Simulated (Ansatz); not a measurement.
CH₆AlFSSi, SMILES `F[CH]([SiH3])[AlH][SH]`. Total charge 0; spin multiplicity 1.

```xyz
11

F     0.5623    0.9166    1.3896
C     0.6437    0.3312    0.1045
Si    0.7878   -1.5430    0.2834
Al   -0.8910    0.9320   -0.9944
S    -2.3847    2.1472    0.0094
H     1.5756    0.6887   -0.3582
H     0.9744   -2.0972   -1.0855
H    -0.4641   -2.0986    0.8623
H     1.9356   -1.9271    1.1450
H    -1.0536    0.5432   -2.5162
H    -1.6861    2.1067    1.1600
```

Question: Give the diagnostics of a CCSD(T)/def2-TZVPP run (frozen core, Ansatz). (An estimate is asked.)

Answer: The calculation gave: T1 = 0.0125, largest single amplitude 0.017, largest double 0.023, (T) share of the correlation energy 3.6 %, 10 CCSD cycles. The RHF solution is stable towards an unrestricted one. T1 lies under the customary mark of 0.02 for closed shells.
